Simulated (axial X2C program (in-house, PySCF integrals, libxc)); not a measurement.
## Potential curves of HfS⁻, with spin–orbit coupling

Computed with an in-house all-electron X2C program for linear molecules (integrals from PySCF). Two-component (2c) means X2C with spin–orbit coupling and atomic mean-field two-electron Coulomb and Gaunt terms. Basis: Hf dyall-acv3z [14s15p10d7f4g], S dyall-av3z [9s8p3d2f] (cores contracted in-house); Gaussian nuclei, density fitting, unrestricted open shells. Masses: Hf 179.947 u, S 31.972 u.

State: Ω = 3/2 (⟨Sz⟩ = -0.48, ⟨Lz⟩ = 1.98 at PBE0). Energies in eV from the lowest point of each curve. Fits are polynomials in 1 − R0/R over 0.85 to 1.23 times the lowest point R0.

| R (Å) | PBE0 |
| --- | --- |
| 2.1122 | 0.2053 |
| 2.1796 | 0.0424 |
| 2.2470 | 0.0000 |
| 2.3256 | 0.0658 |
| 2.4043 | 0.2225 |
| 2.5054 | 0.5147 |

Occupations by symmetry block were frozen at the best pattern of an incomplete PBE0 search. Density functionals use the spin component along the axis (collinear). Other states lie close and PBE0, whose exact exchange favours high spin, may order them wrongly; the determinant shown need not be the ground state. The nearest other 2c determinant of the search, Ω = 1/2, lies 0.27 eV up at the distance of the search. Without a current term, density functionals place determinants with orbital angular momentum somewhat too high. The highest occupied level of some functionals is positive through self-interaction error; at Hartree–Fock it is bound. The determinant is spin-polarised beyond a pure state at some levels (its spin-free form has ⟨S²⟩ too high), which makes Re and μ there less reliable.

Fit the PBE0 curve near its minimum: give the equilibrium distance and the harmonic wavenumber.

At PBE0, 2c: Re = 2.241 Å, ωe ≈ 456 cm⁻¹; Be follows as 0.124 cm⁻¹.
